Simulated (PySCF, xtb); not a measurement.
Ga(AsH2)(F)2 (AsF2GaH2), SMILES [F][Ga]([F])[AsH2].

GFN2-xTB (xtb) at its own geometry gives an orbital gap of 4.00 eV and a dipole moment of 5.64 D.

Geometry: r2SCAN-D4/def2-SVP. The structure was generated by enumeration; whether it is a known compound was not checked.

Question: What does M06-2X/def2-TZVP (PySCF) give? (The exact figures need the calculation; the answer reports its results.)

Answer: gap 8.74 eV (levels -9.56 and -0.82 eV), dipole 3.34 D.
